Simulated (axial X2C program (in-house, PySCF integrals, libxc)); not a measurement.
**Worked dissociation energy of TeSe: r2SCAN0, spin-free**

Calculated with an in-house relativistic program for diatomic molecules. Spin-free means the one-electron spin-free X2C Hamiltonian. Basis: Te dyall-cv3z [11s12p8d4f1g], Se dyall-cv3z [8s9p6d4f1g] (cores contracted in-house); Gaussian nuclei, density fitting, unrestricted open shells. Masses: Te 129.906 u, Se 79.917 u.

Molecular state: M_S = 1, Λ = 0 (beyond evenly filled blocks: π+α, π-α).

```
E(Te) (2M_S = 2, M_L = 0) : -6793.780084 hartree
E(Se) (2M_S = 2, M_L = 0) : -2429.852302 hartree
E(TeSe) at Re             : -9223.749661 hartree
ωe                        : 339.0 cm⁻¹
ωexe                      : 0.589 cm⁻¹
```

(1) Work out De and D0.

The state is one determinant whose occupation by symmetry is held fixed; it was picked as the lowest of a PBE0 search that is not exhaustive. De is counted from the lowest determinant-based energies of the atoms at the same level, without counterpoise correction. PBE0 can misorder states that lie within some tenths of an eV, so this need not be the ground state of the molecule. The nearest other spin-free determinant of the search, M_S = 0, Λ = 2, lies 0.57 eV up at the distance of the search. Spin-free De lacks the spin–orbit lowering of the heavy p-block atom, a tenth of an eV or more for 4p and 5p, up to an eV for 6p and one to two eV for 7p atoms, less what an open-shell molecule gains itself.

Each atomic determinant is the lowest at this level and need not be a pure term. Totals compare only within one Hamiltonian and basis.

Results:

(1) De = -6793.780084 + (-2429.852302) − (-9223.749661) = 0.11728 hartree = 3.191 eV. The zero-point energy is ωe/2 − ωexe/4 = 169 cm⁻¹ = 0.021 eV, so D0 = 3.170 eV.
